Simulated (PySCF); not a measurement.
Assignment exercise: C₇H₁₃F

Geometry (Å), atoms numbered from 1 in this order:
```xyz
21

C     2.600   -1.046    0.553
C     1.439   -0.454   -0.229
C     0.365    0.161    0.670
C    -0.761    0.803   -0.098
C    -0.529    2.224   -0.515
C    -1.890    0.160   -0.436
C    -2.241   -1.252   -0.125
F    -3.529   -1.327    0.360
H     2.259   -1.840    1.236
H     3.102   -0.280    1.165
H     3.356   -1.486   -0.116
H     1.814    0.312   -0.929
H     0.973   -1.231   -0.859
H    -0.020   -0.617    1.350
H     0.835    0.923    1.317
H    -0.412    2.872    0.370
H     0.403    2.322   -1.098
H    -1.356    2.616   -1.124
H    -2.651    0.696   -1.015
H    -1.559   -1.697    0.618
H    -2.194   -1.875   -1.038
```

Method: geometry from PBE0-D3(BJ)/def2-SVP, σ from GIAO-HF/pcSseg-1, in PySCF 2.14.0 with density-fitted response routines (no relativistic terms, one averaged value for each set of equivalent atoms, in vacuum, single conformer).

Chemical shifts δ = σref − σ; $^{13}$C (σ = 190.85 ppm), $^{1}$H (σ = 31.69 ppm) against TMS, all at this level.

(1) Assign these signals to the numbered atoms. $^{13}$C{$^{1}$H} NMR (computed): δ 149.0, 128.6, 71.1, 32.3, 24.3, 24.0, 16.1.

(2) Assign these signals to the numbered atoms. $^{1}$H NMR (400 MHz, computed): δ 5.68 (m, 1H), 4.61 (m, 2H), 1.83 (s, 3H), 1.64 (t, 2H), 1.03 (m, 3H), 0.91 (m, 2H).

Results:

(1) 
| δ (ppm) | atoms | environment | reason |
| --- | --- | --- | --- |
| 149.0 | C4 | fully substituted alkene carbon | the olefinic region |
| 128.6 | C6 | alkene CH | an sp2 carbon of a C=C bond |
| 71.1 | C7 | allylic sp3 CH2 bonded to F | pulled downfield by the heteroatom |
| 32.3 | C3 | allylic sp3 CH2 | saturated and bonded to C and H only |
| 24.3 | C5 | allylic methyl carbon | saturated and bonded to C and H only |
| 24.0 | C2 | sp3 CH2 | aliphatic region, no heteroatom directly attached |
| 16.1 | C1 | methyl carbon | saturated and bonded to C and H only |

C5 and C2 lie closer than the usual error of such a calculation, so a measured spectrum could show them in the other order.

(2) 
| δ (ppm) | atoms | environment | reason |
| --- | --- | --- | --- |
| 5.68 | H19 | hydrogen on an alkene CH | attached to an sp2 carbon and in the plane of the double bond |
| 4.61 | H20/H21 | hydrogen on an allylic sp3 CH2 bonded to F | its carbon carries F, hence the downfield position |
| 1.83 | H16/H17/H18 | hydrogen on an allylic methyl carbon | allylic position |
| 1.64 | H14/H15 | hydrogen on an allylic sp3 CH2 | allylic position |
| 1.03 | H9/H10/H11 | hydrogen on a methyl carbon | far from electronegative atoms and π systems |
| 0.91 | H12/H13 | hydrogen on an sp3 CH2 | – |

Splittings by $^{19}$F in the carbon and heteronuclear signals aren't shown, as no couplings were computed. Shifts are as computed. Against solution values, carbons near 30 ppm lie about -0 ppm off and those near 130 ppm about +7 ppm. Of 1309 compounds with measured shifts, 239 miss one by over three times the rms of a fit or turn the order of signals round; such compounds aren't used in these exercises. No couplings were computed; multiplicities are counted from neighbouring protons, with m where these are inequivalent, close in shift, in a saturated or five-membered ring or joined by F or P, and br s for small geminal =CH2 splittings.
